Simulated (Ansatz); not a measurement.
Two isomers of CH4FNOSi: A = `F[SiH]1NCO1`, B = `NC1(F)O[SiH2]1`.

Isolated molecules relaxed with PBE0-D4/def2-TZVP in Ansatz; ΔE leaves out vibrations. CBS: MP2 limit from def2 TZ/QZ plus the TZ coupled-cluster correction, frozen cores. DFT in def2-TZVPP. B3LYP here is the variant with VWN-RPA as its local correlation; programs differ in this. Each species was taken in one conformer, which may not be the lowest.

Q: Which isomer does CCSD(T)/CBS put lower? Give the gap. (Estimate.)

A: Ansatz gave: A, by 81.5 kcal/mol.

Q: Give E(B) − E(A) in kcal/mol with B3LYP, PBE-D4, MP2/def2-TZVPP, CCSD(T)/def2-SVP, PBE0-D4, CCSD(T)/def2-TZVPP, r2SCAN-D4. (Estimate.)

A: Ansatz gave: B3LYP 77.0, PBE-D4 70.9, MP2/def2-TZVPP 83.2, CCSD(T)/def2-SVP 71.2, PBE0-D4 76.1, CCSD(T)/def2-TZVPP 80.6, r2SCAN-D4 76.2. None reverses the order clearly.

Q: Does the order hold for the free energy at 298.15 K (harmonic terms from PBE0-D4)? (Best estimate.)

A: Ansatz gave: Yes: G(B) − G(A) = +78.6 kcal/mol, for one conformer each.

Largest T1 diagnostic: 0.014.

At CCSD(T), def2-SVP lies −10.3 kcal/mol from the extrapolated value and def2-TZVPP −0.8 kcal/mol. From BLYP to BHLYP (50 % exact exchange), in def2-TZVPP and without D4, E(B) − E(A) moves by +9.9 kcal/mol.
